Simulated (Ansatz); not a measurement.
The same path of BH3O2 + H3P (10 atoms, charge 0, multiplicity 1) was run 3 times with different band settings. Lost on the way: B1–H2, H5–P6. Made: B1–P6, H2–H5.

The calculation used Ansatz, RKS PBE0/def2-SVP.

Relaxed end points:

```xyz
10
Properties=species:S:1:pos:R:3
B 0.282 1.344 0.266
H -0.509 1.923 -0.442
O 1.517 0.968 -0.167
O -0.086 1.072 1.539
H -1.729 -1.499 -1.349
P -0.976 -2.359 -0.492
H 1.682 1.210 -1.082
H 0.616 0.618 2.022
H 0.275 -1.813 -0.913
H -1.072 -1.464 0.617
```

```xyz
10
Properties=species:S:1:pos:R:3
B 0.705 0.050 -0.011
H -2.815 1.321 0.046
O 1.907 0.692 -0.024
O -0.368 0.706 0.500
H -3.493 1.656 -0.051
P 0.395 -1.700 -0.803
H 2.632 0.181 -0.395
H -0.130 1.592 0.801
H 1.594 -2.308 -0.317
H -0.426 -2.191 0.253
```

Common settings: spring 5.0 eV/Å²; optimiser quadratic models (default); start path through a guess of the saddle point; iteration limit 60; end points relaxed.

| run | movable images | climbing image | force threshold |
| --- | --- | --- | --- |
| 1 | 7 | yes | 0.05 eV/Å |
| 2 | 2 | no | 0.05 eV/Å |
| 3 | 7 | yes | 0.2 eV/Å |

What does each run give, and how far can it be trusted?

Run 1: converged after 17 iterations, highest image 2.519 eV above the first end. Neighbouring images differ by up to 2.0 eV, so the band resolves the path poorly. A vibrational analysis at the climbing image gives one clearly imaginary mode, 1534i cm⁻¹: a first-order saddle point.
Run 2: converged after 43 iterations, highest image 0.483 eV above the first end. No image climbed, so the highest image needn't sit at the top of the path. A band with more images between the same ends climbed to 2.52 eV, so this one has probably stepped over the top. So few images can step over the top or miss a turn of the path.
Run 3: converged after 15 iterations, highest image 2.520 eV above the first end. The threshold of 0.2 eV/Å is loose, so the images may lie well off the minimum-energy path. Neighbouring images differ by up to 2.0 eV, so the band resolves the path poorly. Another band between the same ends (7 images) ends at a top of the same energy, where a vibrational analysis finds 1 clearly imaginary mode.
The orbitals stay closed-shell, which can raise the energy where a bond breaks towards radicals; this wasn't checked here.
